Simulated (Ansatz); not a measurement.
Sn(H)(F)(Me)2 (C₂H₇FSn), SMILES [CH3][SnH]([CH3])[F].

Geometry optimised at B3LYP-D3(BJ)/def2-SVP. The def2 effective core potentials stand for the cores of Sn; spin–orbit coupling is left out.

Two levels are set side by side: PBE/def2-SVPD (Ansatz, a quantum-chemistry and plane-wave program) and CAM-B3LYP/def2-SVPD (Ansatz). Energy differences of separate SCF runs at the same geometry; the states with an electron removed or added have multiplicity 2 and 2. Differences are taken from unrounded values.

```tsv
quantity	CAM-B3LYP
vertical ionisation energy (eV)	10.50
vertical singlet–triplet gap (eV)	6.65
```

Problem. What does PBE give, and how far is it from CAM-B3LYP? (Estimate from the structure and the level; the computed values follow.)

Solution. 
| quantity | PBE | PBE minus CAM-B3LYP |
|---|---|---|
| vertical ionisation energy (eV) | 10.00 | -0.50 |
| vertical singlet–triplet gap (eV) | 5.96 | -0.68 |
